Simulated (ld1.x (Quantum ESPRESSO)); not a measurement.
# Scattering properties, TM semilocal potential for magnesium

* Element: Mg
* Generator: ld1.x (Quantum ESPRESSO) 7.5
* Type: norm-conserving Troullier–Martins (semilocal form)
* Functional: LDA (PZ)
* Relativity: scalar-relativistic
* Frozen core: [Ne]
* Valence charge: 2
* Reference configuration: 3s2 3p0
* Partial waves: 3s (bound): rc 2.00 bohr; 3d channel at 0.5 Ry: rc 2.00 bohr; 3p (bound, empty): rc 2.55 bohr
* Local potential: the p channel
* Core correction: none

The phase is arctan(r·u′/u) with u = r·R(r), unwrapped; energies in Ry, scanned from -2 to 5 Ry. A pole is an energy at which the radial function vanishes at the test radius. The pseudo phase is shifted by a multiple of π to meet the all-electron one at the reference energy, and phase errors are pseudo minus all-electron; the curves can meet again beyond the range given. Levels narrower than the energy grid can be missing from the lists of poles.

Q: For each channel, where are the poles, and over which energies does the pseudopotential scatter like the atom?

A:

| channel | radius (bohr) | reference energy (Ry) | poles, all-electron | poles, pseudo | unbroken range about the reference energy with phases within 0.05 rad | phase error 1 Ry above the reference energy (rad) |
| --- | --- | --- | --- | --- | --- | --- |
| s | 2.74 | -0.35 | 1.13 | 1.08 | below 2.3 | -0.006 |
| p | 2.74 | -0.10 | 1.83 | 1.74 | below 2.8 | -0.011 |
| d | 2.74 | 0.50 | 2.41 | 2.43 | below 4.1 | +0.001 |

Phases in the p channel:

```
E (Ry)  all-electron  pseudo
 -2.00         1.290   1.288
 -1.76         1.268   1.266
 -1.52         1.241   1.238
 -1.28         1.206   1.203
 -1.04         1.158   1.156
 -0.80         1.090   1.088
 -0.56         0.985   0.984
 -0.32         0.806   0.806
 -0.08         0.466   0.466
  0.16        -0.143  -0.146
  0.40        -0.758  -0.767
  0.64        -1.107  -1.117
  0.88        -1.292  -1.302
  1.12        -1.401  -1.413
  1.36        -1.474  -1.488
  1.60        -1.528  -1.544
  1.84        -1.572  -1.590
  2.08        -1.609  -1.631
  2.32        -1.643  -1.671
  2.56        -1.676  -1.713
  2.80        -1.711  -1.761
  3.04        -1.750  -1.821
  3.28        -1.798  -1.907
  3.52        -1.859  -2.043
  3.76        -1.946  -2.304
  4.00        -2.085  -2.866
  4.24        -2.338  -3.652
  4.48        -2.840  -4.109
  4.72        -3.546  -4.322
  4.96        -4.018  -4.436
```
